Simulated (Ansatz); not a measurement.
BCl3H2S, SMILES `[SH2+][B-](Cl)(Cl)Cl`. The species carries charge 0 and has multiplicity 1.

```xyz
7

S    -0.011    0.977   -0.926
B     0.080   -0.259    0.777
Cl   -1.238    0.435    1.795
Cl   -0.217   -1.938    0.189
Cl    1.759    0.057    1.359
H    -1.146    0.486   -1.458
H     0.773    0.243   -1.737
```

(1) Give the diagnostics of a CCSD(T)/def2-TZVPP run (frozen core, Ansatz 0.2.0). (An estimate is asked.)

## Answers

(1) The calculation gave: T1 = 0.0099, largest single amplitude 0.015, largest double 0.039, (T) share of the correlation energy 4.4 %, 9 CCSD cycles. The RHF solution is stable towards an unrestricted one. T1 lies under the customary mark of 0.02 for closed shells.
